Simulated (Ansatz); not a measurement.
Geometry optimisation, UHF/def2-SVP (Ansatz).

Input:

```yaml
crystal:
  periodic: [false, false, false]
  atoms:
    - { symbol: W, position_ang: [0.0, 0.0, -0.106149] }
    - { symbol: H, position_ang: [0.0, 0.0, 1.60915] }
    - { symbol: F, position_ang: [1.814223, 0.0, 0.015888] }
    - { symbol: F, position_ang: [0.0, 1.814692, 0.009521] }
    - { symbol: F, position_ang: [-1.814223, 0.0, 0.015888] }
    - { symbol: F, position_ang: [0.0, -1.814692, 0.009521] }
    - { symbol: F, position_ang: [0.0, 0.0, -1.980922] }
    - { symbol: F, position_ang: [0.0, 0.0, 3.737104] }
magnetization:
  spin_polarized: true
  initial_magnetization: 1
basis:
  gaussian: { orbitals: def2-SVP }
hamiltonian:
  xc: hf
relax:
  f_tol: 0.03
  max_steps: 50
output:
  orbitals: {}
```

Run as:

```bash
$ ansatz run input.yaml --threads 4 --pin off --max-ram 5120MiB --backend cpu --events-out ev --progress --plain --runs-dir out
```

**Question.** Where does it end, and by what steps?

**Answer.** It converged. The force dipped under the threshold on the way, but the program's further checks kept it going. After 10 steps the energy has fallen by 0.065 eV; F8 moved furthest, 0.74 Å.

```json
{"step": "0", "energy less start (eV)": "0.0000", "largest force component (eV/Å)": "0.375", "accepted": "yes"}
{"step": "1", "energy less start (eV)": "-0.0162", "largest force component (eV/Å)": "0.159", "accepted": "yes"}
{"step": "2", "energy less start (eV)": "-0.0407", "largest force component (eV/Å)": "0.072", "accepted": "yes"}
{"step": "3", "energy less start (eV)": "-0.0402", "largest force component (eV/Å)": "0.255", "accepted": "no"}
{"step": "4", "energy less start (eV)": "-0.0432", "largest force component (eV/Å)": "0.054", "accepted": "yes"}
{"step": "5", "energy less start (eV)": "-0.0547", "largest force component (eV/Å)": "0.159", "accepted": "yes"}
{"step": "6", "energy less start (eV)": "-0.0566", "largest force component (eV/Å)": "0.058", "accepted": "yes"}
{"step": "7", "energy less start (eV)": "-0.0605", "largest force component (eV/Å)": "0.045", "accepted": "yes"}
{"step": "8", "energy less start (eV)": "-0.0637", "largest force component (eV/Å)": "0.016", "accepted": "yes"}
{"step": "9", "energy less start (eV)": "-0.0647", "largest force component (eV/Å)": "0.036", "accepted": "yes"}
{"step": "10", "energy less start (eV)": "-0.0647", "largest force component (eV/Å)": "0.027", "accepted": "yes"}
```

```xyz
8
Properties=species:S:1:pos:R:3
W 0.000 -0.001 -0.214
H -0.001 0.004 1.489
F 1.815 -0.001 -0.087
F 0.000 1.813 -0.084
F -1.814 -0.001 -0.085
F 0.000 -1.816 -0.093
F 0.000 -0.001 -2.095
F 0.000 0.002 4.480
```

Whether the end is a true minimum wasn't checked by a vibrational analysis.

The run took 2.6 min on 4 threads of Arm Neoverse V1 (shared host), peak memory 0.57 GiB.
